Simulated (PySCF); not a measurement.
## InOCl, singlet: molecular constants

Level of theory: PySCF, PBE0, basis In def2-TZVP with ECP28, O def2-TZVP, Cl def2-TZVP (scalar-relativistic core potentials, no spin–orbit coupling, density fitting).

The structure is a minimum.

```xyz
3
charge 0 multiplicity 1, angstrom
In    0.0000    0.0000   -0.3019
O     0.0000    0.0000   -2.1269
Cl    0.0000    0.0000    1.9649
```

| Property | Result |
| --- | --- |
| Point group | C∞v |
| Bond lengths | In–Cl 2.267 Å, In–O 1.825 Å |
| Bond angles | Cl–In–O 180.0° |
| Principal polarisabilities | 35.5, 35.5, 73.0 bohr³ |
| Dipole moment | 3.02 D |
| Zero-point energy | 8.7 kJ/mol |
| Rotational symmetry number | 1 |
| Highest occupied level | -7.76 eV |
| Enthalpy at 298.15 K above 0 K | 13.32 kJ/mol |
| Principal quadrupole moments (Buckingham, traceless) about the centre of mass | -16.03, 8.01, 8.01 D Å |
| Rotational constants | 0.07739 cm⁻¹ |
| Lowest empty level | -2.75 eV |
| Atomisation energy without zero-point energy | 645 kJ/mol |
| Entropy at 298.15 K and 1 bar | 276.8 J/(mol K) |
| Heat capacity Cp at 298.15 K | 54.1 J/(mol K) |

Harmonic modes (masses in u: In 114.904, O 15.995, Cl 34.969):
| symmetry | ω (cm⁻¹) | IR (km/mol, summed over degenerate members) | type |
| --- | --- | --- | --- |
| π | 125 | 54.4 | bend |
| σ+ | 388 | 27.9 | stretch |
| σ+ | 813 | 51.0 | stretch |

In C∞v the vibrations span π + 2σ+.

Charges (e):
| atom | Mulliken | Löwdin | polar tensor | Mayer order to In1 |
| --- | --- | --- | --- | --- |
| In1 | 0.81 | 0.21 | 1.10 | – |
| O2 | -0.53 | -0.37 | -0.63 | 1.93 |
| Cl3 | -0.28 | 0.16 | -0.46 | 1.08 |

Mulliken populations on In1 (electrons outside its core potential): s 3.06, p 6.90, d 10.14, f 0.09.

Outer orbital energies (eV). occupied: -22.51, -21.07, -12.27, -10.15, -10.15, -9.39, -7.76, -7.76; empty: -2.75, -1.29, -1.29, 1.13.

Counting electrons, indium keeps none of its valence electrons outside its bonds, so the VSEPR class is AX2 and the expected shape is linear; with unlike ligands the computed point group is C∞v.

Only a few start shapes were tried, so a lower isomer may exist.

The final relaxation and frequency run took 20 s on 4 threads of a shared Arm Neoverse V1 host, with 118 basis functions and 10 gradients; the process peaked at 1.1 GiB.
